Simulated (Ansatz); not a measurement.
Relaxed structures of HSeO2 (charge -1), closed shell (PBE0-D4/def2-TZVPD; forces vanish, vibrations not checked; lower isomers may exist, and structures with a doubtful reference or unclear bonds are left out; Å). Computed with Ansatz 0.2.0 (basis: def2-TZVPPD); correlated methods freeze the cores. Filled d shells of the heavier atoms are correlated. The def2 sets are not built for correlating such inner shells, so the correlated values are less sure here.

Problem. Rank them by CCSD(T) energy, lowest first, and give each one's height above the lowest. Links in brackets join atoms within 1.22 times the sum of their covalent radii (1.1 for two metals). (An estimate is asked for; the value comes from the calculation.)
A.
HSeO₂ ([OH][O][Se]), total charge -1
```
4
angstrom
O -0.7302 0.1871 0.5082
Se 0.9281 0.2176 1.3430
O -0.5489 -0.0183 -0.9239
H 0.3510 -0.3864 -0.9273
```
B.
HSeO₂ ([O][OH][Se]), total charge -1
```
4
angstrom
O -0.7969 0.8088 -2.1019
Se -0.7467 0.0415 0.7740
O 0.0018 0.2549 -1.0464
H 0.0490 -0.6770 -1.2869
```
C.
HSeO₂ ([O][Se][OH]), total charge -1
```
4
angstrom
O 0.8621 0.4090 1.5019
Se -0.6297 0.0335 0.8125
O -0.3584 0.1790 -1.0481
H 0.1260 -0.6215 -1.2664
```

Solution. By the calculation: C (0.00 kcal/mol), A (41.14 kcal/mol), B (72.84 kcal/mol). Heights count from the lowest.

T1 diagnostic: at most 0.021.

For scale, one of the runs: CCSD(T)/def2-TZVPPD, 154 basis functions, launched by `ansatz run in.yaml --threads 2 --pin off --events-out ev --progress --plain --max-ram 4352MiB`. Time: 56 s of wall clock on 2 CPU threads of an Arm Neoverse V1; the host was shared. Peak host memory: 1.1 GiB.
